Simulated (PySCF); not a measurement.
**Core binding energy against partial charge**

Compound: C6H11BO2.
Atom-mapped SMILES: `[CH3:1][C:2]([CH3:3])([CH3:4])[C:5]#[C:6][B:7]([OH:8])[OH:9]`

Binding energies: PySCF, delta-SCF UKS SCAN, pcX-2 on the ionised atom, pcseg-1 elsewhere, spin-free X2C. Charges: PBE0/pcSseg-1 ground-state density, for the ionised atom.

```json
{"atom": "C6", "environment": "alkyne carbon", "C 1s (eV)": "289.20", "Mulliken (e)": "-0.290", "IAO (e)": "-0.207", "Hirshfeld (e)": "-0.151", "ESP (e)": "-0.214"}
{"atom": "C5", "environment": "alkyne carbon", "C 1s (eV)": "289.89", "Mulliken (e)": "+0.259", "IAO (e)": "-0.004", "Hirshfeld (e)": "-0.013", "ESP (e)": "-0.278"}
{"atom": "C1", "environment": "methyl carbon", "C 1s (eV)": "290.37", "Mulliken (e)": "-0.158", "IAO (e)": "-0.399", "Hirshfeld (e)": "-0.111", "ESP (e)": "-0.608"}
{"atom": "C2", "environment": "propargylic carbon", "C 1s (eV)": "291.22", "Mulliken (e)": "-0.674", "IAO (e)": "+0.042", "Hirshfeld (e)": "+0.038", "ESP (e)": "+0.795"}
```

Task: Give the correlation coefficient and slope of binding energy on charge for each scheme.

Result: Hirshfeld: r = 0.76, slope 7.4 eV per e; ESP: r = 0.65, slope 0.9 eV per e; IAO: r = 0.32, slope 1.3 eV per e; Mulliken: r = -0.54, slope -1.2 eV per e. Hirshfeld charges have the highest r, on only 4 points.

Task: The point-charge model writes a binding energy as kq + V + constant, with V the potential of the other atoms' charges at the site. What does it give with the Hirshfeld charges?

Result: V = Σ 14.40 eV Å × q/r over all other atoms: +0.93 eV at C6, -1.16 eV at C5, +1.40 eV at C1, -1.38 eV at C2. Fitting binding energy − V to q gives k = 22.7 eV per e and leaves an rms residual of 0.16 eV, against 0.48 eV for the fit on q alone. The model has no term for differences in relaxation between sites.

The unrestricted hole states depart most from a pure doublet (⟨S²⟩ = 0.75; over 0.85 named) for C 1s of C5 (0.87), which makes this value less certain. Geometry: PBE0-D3(BJ)/def2-SVP, one conformer, isolated molecule.

Conformer computed: `[CH3:1][C:2]([CH3:3])([CH3:4])[C:5]#[C:6][B:7]([OH:8])[OH:9]`: H–O8–B7–C6 180°, H–O9–B7–C6 180°.
